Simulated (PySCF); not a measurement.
Electronic structure of Li⁻ (lithium, charge -1) at the UHF level

Configuration: [He] 2s2, closed-shell 1S. Computed with PySCF 2.14 in aug-cc-pVQZ, with the non-relativistic Hamiltonian (point nucleus).

```
Total energy                                     : -7.428184 hartree
One-electron energy                              : -10.1825 hartree
Hartree (Coulomb) energy                         : 4.5814 hartree
Exchange energy                                  : -1.8271 hartree
Kinetic energy                                   : 7.42845 hartree
⟨S²⟩                                             : 0.0000
⟨L²⟩                                             : 0.000
Sum of ⟨r⟩                                       : 12.62 bohr
Sum of ⟨r²⟩                                      : 87.06 bohr²
Density at the nucleus (Gaussians lack the cusp) : 13.5 bohr⁻³
Langevin diamagnetic susceptibility              : -69.0 ×10⁻⁶ cm³/mol
```

```json
{"shell": "1s", "electrons": "2", "mean orbital energy (eV)": "-63.198", "rms radius, mean of both spins (bohr)": "0.668"}
{"shell": "2s", "electrons": "2", "mean orbital energy (eV)": "-0.393", "rms radius, mean of both spins (bohr)": "6.56"}
```
